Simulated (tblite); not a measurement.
Species: C₄H₁₃AsSSi₂.
Numbering: `[CH3:1][Si@H:2]([AsH2:3])[S:4][SiH2:5][CH:6]1[CH2:7][CH2:8]1` (hydrogens: H9, H10, H11 on C1; H12 on Si2; H13, H14 on As3; H15, H16 on Si5; H17 on C6; H18, H19 on C7; H20, H21 on C8)

Computed with GFN2-xTB (tblite), gas phase: L-BFGS steps from a force-field or distance-geometry start until the largest atomic force falls under 0.01 eV/Å.

Step 14: E = -660.8202 eV
```
atom  x, y, z in Å  |  force x, y, z in eV/Å
C1      3.7466   -1.1199    0.8074   -0.026  -0.052   0.011
Si2     2.2471   -0.3203   -0.0375    0.022   0.024   0.006
As3     2.3890    2.0067   -0.0583   -0.056   0.092  -0.051
S4      0.4669   -0.9835    1.0103    0.003  -0.042   0.065
Si5    -0.9356   -0.3017   -0.4382    0.020  -0.019   0.009
C6     -2.6754   -0.5488    0.1893   -0.004  -0.046   0.025
C7     -3.7325    0.3678   -0.3528    0.010  -0.001   0.009
C8     -3.2867    0.5088    1.0629    0.002  -0.009   0.011
H9      3.6644   -2.2019    0.8304    0.055   0.003   0.026
H10     3.8426   -0.7681    1.8333    0.026  -0.036  -0.069
H11     4.6501   -0.8515    0.2629   -0.040  -0.034   0.080
H12     2.0649   -0.8780   -1.3852    0.080  -0.014  -0.069
H13     2.8352    2.0233    1.3669   -0.012   0.021   0.091
H14     3.8264    1.9320   -0.4703    0.057   0.001  -0.058
H15    -0.6800   -1.0462   -1.6714   -0.057   0.004  -0.039
H16    -0.6795    1.1259   -0.6510    0.017   0.068  -0.035
H17    -2.9825   -1.5653    0.3897   -0.025  -0.054   0.020
H18    -4.7165   -0.0346   -0.5477    0.036   0.020   0.004
H19    -3.4180    1.1182   -1.0620   -0.079   0.035  -0.016
H20    -3.9622    0.1989    1.8471    0.020  -0.005  -0.009
H21    -2.6732    1.3552    1.3328   -0.048   0.044  -0.012
```

Step 15: E = -660.8227 eV
```
atom  x, y, z in Å  |  force x, y, z in eV/Å
C1      3.7507   -1.1240    0.8105   -0.058  -0.001  -0.041
Si2     2.2521   -0.3203   -0.0374    0.044   0.003   0.002
As3     2.3888    2.0080   -0.0616   -0.008   0.089  -0.014
S4      0.4671   -0.9911    1.0010    0.036  -0.040   0.087
Si5    -0.9351   -0.3020   -0.4420   -0.013  -0.003   0.027
C6     -2.6739   -0.5467    0.1906   -0.035  -0.018   0.017
C7     -3.7346    0.3654   -0.3523    0.016   0.048   0.027
C8     -3.2891    0.5082    1.0645    0.005   0.030  -0.018
H9      3.6648   -2.2040    0.8316    0.049  -0.054   0.030
H10     3.8471   -0.7736    1.8350    0.013  -0.019  -0.009
H11     4.6574   -0.8583    0.2713   -0.034  -0.025   0.048
H12     2.0691   -0.8766   -1.3870    0.090  -0.006  -0.051
H13     2.8352    2.0316    1.3668   -0.027   0.016   0.049
H14     3.8301    1.9418   -0.4720    0.018  -0.008  -0.048
H15    -0.6870   -1.0462   -1.6748   -0.050  -0.011  -0.068
H16    -0.6756    1.1246   -0.6542    0.016   0.076  -0.035
H17    -2.9828   -1.5612    0.3924   -0.015  -0.099   0.022
H18    -4.7195   -0.0358   -0.5443    0.040  -0.002  -0.002
H19    -3.4261    1.1199   -1.0607   -0.068   0.012  -0.002
H20    -3.9663    0.1977    1.8469    0.032  -0.013  -0.005
H21    -2.6812    1.3596    1.3339   -0.050   0.022  -0.016
```

Problem. Estimate the geometry and energy of step 16. (The exact step hangs on the optimiser's Hessian estimate; all steps are aligned on step 15, rigid shifts and turns removed.)

Solution. E = -660.8252 eV, largest force 0.107 eV/Å
```
atom  x, y, z in Å  |  force x, y, z in eV/Å
C1      3.7535   -1.1281    0.8130   -0.068   0.031  -0.065
Si2     2.2571   -0.3202   -0.0374    0.039  -0.009  -0.011
As3     2.3884    2.0110   -0.0649    0.047   0.066   0.030
S4      0.4680   -0.9987    0.9943    0.060  -0.023   0.075
Si5    -0.9346   -0.3023   -0.4449   -0.032   0.015   0.037
C6     -2.6729   -0.5455    0.1923   -0.050   0.008   0.006
C7     -3.7364    0.3639   -0.3513    0.014   0.072   0.033
C8     -3.2912    0.5080    1.0658    0.004   0.052  -0.035
H9      3.6661   -2.2068    0.8333    0.035  -0.096   0.029
H10     3.8514   -0.7790    1.8361   -0.006  -0.003   0.049
H11     4.6634   -0.8650    0.2801   -0.016  -0.013   0.005
H12     2.0751   -0.8754   -1.3898    0.097   0.007  -0.022
H13     2.8345    2.0396    1.3678   -0.042   0.013  -0.006
H14     3.8339    1.9505   -0.4746   -0.029  -0.013  -0.032
H15    -0.6947   -1.0462   -1.6791   -0.045  -0.012  -0.072
H16    -0.6717    1.1248   -0.6578    0.011   0.054  -0.028
H17    -2.9835   -1.5593    0.3954   -0.001  -0.105   0.018
H18    -4.7214   -0.0369   -0.5412    0.030  -0.026  -0.007
H19    -3.4349    1.1220   -1.0595   -0.045  -0.006   0.008
H20    -3.9695    0.1963    1.8466    0.035  -0.018   0.005
H21    -2.6896    1.3643    1.3346   -0.040   0.005  -0.015
```

The energy changes by -0.0025 eV. The first-order estimate −F·Δx gives -0.0033 eV and the mean of the old and new forces, exact on a quadratic surface, -0.0024 eV. The step makes an angle of 70° with the force vector and moves no atom by more than 0.013 Å.

The cost below is that of the whole relaxation. Hardware: one thread of an Arm Neoverse V2, no GPU, shared host. Cost: 1.5 s wall.
